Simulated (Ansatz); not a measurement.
`S[SiH]1BO1` + H₂O → `O[SiH]1BO1` + H₂S at 600 K and 1 bar (formal hydrolysis of the Si–S bond).

Isolated molecules relaxed with PBE0-D4/def2-TZVP in Ansatz; ΔE leaves out vibrations. CCSD(T)/CBS adds triple-zeta CCSD(T) − MP2 to the extrapolated MP2 energy (def2 sets, frozen cores). This one scheme is used for every species. Each species was taken in one conformer, which may not be the lowest.

```
     species  CCSD(T)/CBS energy (Eh)  H − E (kJ/mol)  S (J/(mol·K))
`S[SiH]1BO1`               -788.67085           139.5          378.9
         H₂O                -76.37941            76.8          212.8
`O[SiH]1BO1`               -466.08929           148.5          359.9
         H₂S               -398.97279            60.8          230.9
```

H − E and S are ideal-gas, rigid-rotor, harmonic terms from PBE0-D4/def2-TZVP, for one conformer and one mirror image of each species. 1 Eh = 2625.50 kJ/mol, R = 8.31446 J/(mol·K).

Task: By hand: ΔE, ΔH, ΔS and ΔG.

Result: ΔE = (-466.08929) + (-398.97279) − (-788.67085) − (-76.37941) = -0.01182 Eh = -31.0 kJ/mol. Δ(H − E) = 148.5 + 60.8 − 139.5 − 76.8 = -7.0, so ΔH = -38.0 kJ/mol. ΔS = 359.9 + 230.9 − 378.9 − 212.8 = -0.9 J/(mol·K). ΔG = -38.0 − 600 × (-0.9)/1000 = -37.5 kJ/mol.

Task: By hand: the equilibrium constant, and the temperature at which ΔG would vanish if ΔH and ΔS stayed fixed.

Result: log₁₀ K = −ΔG/(RT ln 10) = 3.3. ΔG = 0 at ΔH/ΔS = 42222 K, far beyond where these terms or the molecules hold.

The number of gas molecules stays the same, so ΔS is small and ΔH decides. A doubt of 5 kJ/mol in ΔE shifts log₁₀ K by 0.4 here. Other conformers and mirror images would add mixing entropy, several J/(mol·K) or more a flexible species. These are equilibria of isolated gas molecules and say nothing of rates. Largest T1 diagnostic: 0.016 (customary marks: 0.02 for closed shells, 0.045 for open ones).
